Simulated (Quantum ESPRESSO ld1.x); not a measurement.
Values are calculated unless marked as measured or tabulated.
One sound ld1.x (Quantum ESPRESSO 7.5) input for the samarium ion Sm3+ gives E = -10426.511 hartree in 32 iterations:

```
 &input
    zed=62.0,
    iswitch=1,
    rel=1,
    dft='BLYP',
    config='[Xe] 4f5',
    prefix='ld1',
    max_out_wfc=37,
    file_charge='ld1.rho',
 /
```

Changed or added lines, one case at a time, and what came of them:

- zed=110.0: refused. The program stops in ld1_readin with "wrong nuclear charge zed: 110.00": zed must lie above 0 and at most 103.
- config='[Xe] 4f5 6p4': not converged. The string holds 63 electrons for Z = 62, so the species has charge -1 and is not the one meant. The extra electrons are not bound, and the cycle does not converge.
- config='[Pd] 4f5': refused. The program stops in el_config with "wrong core: Pd": the cores known are He, Ne, Ar, Kr, Xe, Hg and Rn.
- dx=0.06: inaccurate. The radial step is too large to integrate the orbitals; the run ends without a warning, but the energy is off by -0.1391 hartree against the default mesh.
- atom='Jo' (without zed): crashed. The symbol names no element; the program warns, takes a nuclear charge of zero and dies without a result.
- rmax=1000.0: harmless. The energy moves by less than 1e-5 hartree against the default mesh (-10426.511 hartree).
- dx=0.001: refused. The program stops in do_mesh with "ndmx is too small": the mesh holds 3500 points at most, so dx, xmin and rmax must fit that.
